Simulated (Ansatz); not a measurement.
Reaction (ligand exchange at the Sn–C bond): `C=[CH][SnH2][Br]` + H–F → `[F][SnH2][Br]` + ethylene

Gas-phase electronic energies from Ansatz, PBE0-D4/def2-TZVP geometries. CCSD(T)/CBS adds triple-zeta CCSD(T) − MP2 to the extrapolated MP2 energy (def2 sets, frozen cores). This one scheme is used for every species. DFT in def2-TZVPP. def2 core potentials past Kr. For Br, Sn outer-core shells are correlated without core-valence functions, which leaves a few kJ/mol of doubt a bond. Scalar relativity is left out up to krypton. Each species was taken in one conformer, which may not be the lowest.

`C=[CH][SnH2][Br]`:

Z-matrix (Å, degrees):
```
Sn
C 1 2.118
Br 1 2.489 2 105.3
H 1 1.705 2 113.5 3 115.9
H 1 1.705 2 113.5 3 -115.9
C 2 1.326 1 122.5 3 -0.2
H 2 1.088 1 117.7 3 179.8
H 6 1.086 2 122.1 1 0.0
H 6 1.087 2 121.5 1 180.0
```

H–F:

```xyz
2

F     0.439   -0.132    0.042
H    -0.439    0.132   -0.042
```

`[F][SnH2][Br]`:

Z-matrix (Å, degrees):
```
Sn
F 1 1.914
Br 1 2.458 2 105.2
H 1 1.695 2 105.8 3 115.9
H 1 1.695 2 105.8 3 -115.9
```

`C=C`:

Z-matrix (Å, degrees):
```
C
C 1 1.323
H 1 1.085 2 121.7
H 1 1.085 2 121.7 3 -180.0
H 2 1.085 1 121.7 3 -0.0
H 2 1.085 1 121.7 3 -180.0
```

| level | ΔE (kJ/mol) |
| --- | --- |
| CAM-B3LYP-D4 | -77.9 |
| PBE0 | -68.8 |
| MP2/def2-QZVPP | -53.3 |
| HF/CBS(def2) | -92.4 |

Task: What does CCSD(T)/CBS give? (An estimate is asked.)

Result: The calculation gave: -60.1 kJ/mol. The listed levels differ from it by -17.8, -8.7, 6.8, -32.3 kJ/mol.

Largest T1 diagnostic among the species: 0.012.

Leaving LDA and LC-ωPBE aside and taking each functional with its dispersion term where it has one, the values, not all of them listed here, spread over 26.0 kJ/mol, from B97M-V to PBE-QIDH. LDA lies +15.7 kJ/mol from PBE without D4. From r2SCAN to r2SCAN0 (25 % exact exchange), in def2-TZVPP and without D4, ΔE moves by +6.7 kJ/mol.
